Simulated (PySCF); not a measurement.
C3H2F3, SMILES FC(C=[CH])(F)F, multiplicity 2. Atoms are numbered in the order given.

```xyz
8

C     -0.1442    -2.1384     0.0000
C      0.5831    -1.0475     0.0000
C      0.0066     0.3382     0.0000
F     -1.3222     0.3383     0.0000
F      0.4185     1.0186     1.0749
F      0.4185     1.0186    -1.0749
H      0.0097    -3.2162     0.0000
H      1.6837    -1.0776     0.0000
```
Charge 0, spin multiplicity 2.

The structure is a stationary point at PBE0-D3(BJ)/def2-SVP. The isomer is the one that the SMILES or the coordinates give; other isomers of the formula were not compared.

Two levels are set side by side: PBE/pcH-1 (PySCF) and B3LYP/pcH-1 (PySCF). Contact hyperfine couplings, same geometry. Differences are taken from unrounded values.

| quantity | B3LYP |
|---|---|
| A(iso) of 13C, atom C1 (MHz) | 332.9 |
| A(iso) of 13C, atom C2 (MHz) | -23.0 |
| A(iso) of 13C, atom C3 (MHz) | 59.0 |
| A(iso) of 19F, atom F4 (MHz) | 8.5 |
| A(iso) of 19F, atom F5 (MHz) | -9.5 |
| A(iso) of 19F, atom F6 (MHz) | -9.5 |
| A(iso) of 1H, atom H7 (MHz) | 36.4 |
| A(iso) of 1H, atom H8 (MHz) | 162.0 |

**Question.** What does PBE give, and how far is it from B3LYP? (The exact figures need the calculation; the answer reports its results.)

**Answer.** 
```tsv
quantity	PBE	PBE minus B3LYP
A(iso) of 13C, atom C1 (MHz)	308.6	-24.3
A(iso) of 13C, atom C2 (MHz)	-18.3	4.7
A(iso) of 13C, atom C3 (MHz)	60.4	1.4
A(iso) of 19F, atom F4 (MHz)	5.5	-3.1
A(iso) of 19F, atom F5 (MHz)	-7.2	2.3
A(iso) of 19F, atom F6 (MHz)	-7.2	2.3
A(iso) of 1H, atom H7 (MHz)	33.0	-3.3
A(iso) of 1H, atom H8 (MHz)	161.6	-0.4
```

Rough cost on one machine, each run with all the roots and properties that it gave: B3LYP against PBE within a factor of 2.
